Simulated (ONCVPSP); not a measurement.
Varying the ONCV potential for Co

Base potential:

```
Element                 : Co
Generator               : ONCVPSP 4.0.1
Type                    : optimised norm-conserving Vanderbilt (ONCV)
Functional              : PBE
Relativity              : scalar-relativistic
Frozen core             : [Ne]
Valence charge          : 17
Reference configuration : 3s2 3p6 3d7 4s1 (charge +1)
Partial waves           : 3s+4s: rc 1.15 bohr, ncon 4, nbas 9, qcut 10 1/bohr, 2 projectors; 3p: rc 1.20 bohr, ncon 5, nbas 8, qcut 12.7 1/bohr, 2 projectors, debl 3.1 Ha; 3d: rc 1.75 bohr, ncon 4, nbas 9, qcut 7.4 1/bohr, 1 projector
Local potential         : polynomial inside 0.85 bohr (lpopt 5, dvloc0 0 Ha)
Core correction         : polynomial model core, fcfact 0.7
```

All-electron outer shells of the reference configuration (PBE, scalar-relativistic, ld1.x):

| shell | level (eV) | outermost node (bohr) | outermost maximum (bohr) |
| --- | --- | --- | --- |
| 2p | -778.64 | – | 0.17 |
| 3s | -111.23 | 0.31 | 0.66 |
| 3p | -74.47 | 0.28 | 0.68 |
| 3d | -16.96 | – | 0.66 |
| 4s | -12.76 | 0.96 | 2.21 |

Cutoffs, loose and tight: the cutoffs (Ha) at which the residual kinetic energy of the hardest occupied pseudo-wave falls to 1 and 0.1 mHa per electron. They do not see the model core or the augmentation charge, which bear on the density cutoff. Test errors are all-electron minus pseudo excitation energies from the reference, over the configurations 3s2 3p6 3d7 4s2; 3s2 3p6 3d7 4s0; 3s2 3p6 3d6 4s0; 3s2 3p6 3d7 4s1.5. A dash means not determined; rows that change the core or the reference have their own tests.

```tsv
change	outcome	cutoff, loose	cutoff, tight	bound ghosts	GHOST(+) flags above zero	largest test error (meV)
base	generated	38 Ha	85 Ha	none	none	+52
all radii but the core radius scaled by about 0.79 (s 0.90, p 0.94, d 1.38 bohr); local potential polynomial inside 0.66 bohr (lpopt 5, dvloc0 0 Ha)	generated	154 Ha	255 Ha	none	s	+9.0
all radii but the core radius scaled by about 0.85 (s 0.98, p 1.02, d 1.50 bohr); local potential polynomial inside 0.72 bohr (lpopt 5, dvloc0 0 Ha)	generated	116 Ha	142 Ha	none	s	+20
all radii but the core radius scaled by about 0.90 (s 1.04, p 1.08, d 1.58 bohr); local potential polynomial inside 0.76 bohr (lpopt 5, dvloc0 0 Ha)	generated	60 Ha	123 Ha	none	none	+29
all radii but the core radius scaled by about 0.96 (s 1.10, p 1.16, d 1.68 bohr); local potential polynomial inside 0.82 bohr (lpopt 5, dvloc0 0 Ha)	generated	40 Ha	103 Ha	none	none	+41
all radii but the core radius scaled by about 1.08 (s 1.24, p 1.30, d 1.88 bohr); local potential polynomial inside 0.92 bohr (lpopt 5, dvloc0 0 Ha)	generated	36 Ha	43 Ha	none	none	+75
all radii but the core radius scaled by about 1.15 (s 1.32, p 1.38, d 2.02 bohr); local potential polynomial inside 0.98 bohr (lpopt 5, dvloc0 0 Ha)	generated	37 Ha	43 Ha	none	none	+107
all radii but the core radius scaled by about 1.20 (s 1.38, p 1.44, d 2.10 bohr); local potential polynomial inside 1.02 bohr (lpopt 5, dvloc0 0 Ha)	generated	37 Ha	43 Ha	none	none	+126
all radii but the core radius scaled by about 1.25 (s 1.44, p 1.50, d 2.20 bohr); local potential polynomial inside 1.06 bohr (lpopt 5, dvloc0 0 Ha)	generated	36 Ha	42 Ha	none	none	+156
all radii but the core radius scaled by about 1.31 (s 1.50, p 1.58, d 2.30 bohr); local potential polynomial inside 1.12 bohr (lpopt 5, dvloc0 0 Ha)	generated	36 Ha	42 Ha	none	none	+187
```

Reading the sweep of the scale of all radii but the core radius (base = 1) (base included, trends over the rows without a ghost): The loose cutoff falls from 154 Ha at 0.79 to 36 Ha at 1.31. A larger radius leaves more room for a smooth pseudo-wave, so fewer plane waves are needed; a smaller one forces it to follow the all-electron wave where it bends sharply. The median size of the test errors (rows with all tests solved) is not monotonic: lowest 2.1 meV at 0.96, highest 18.8 meV at 1.31.
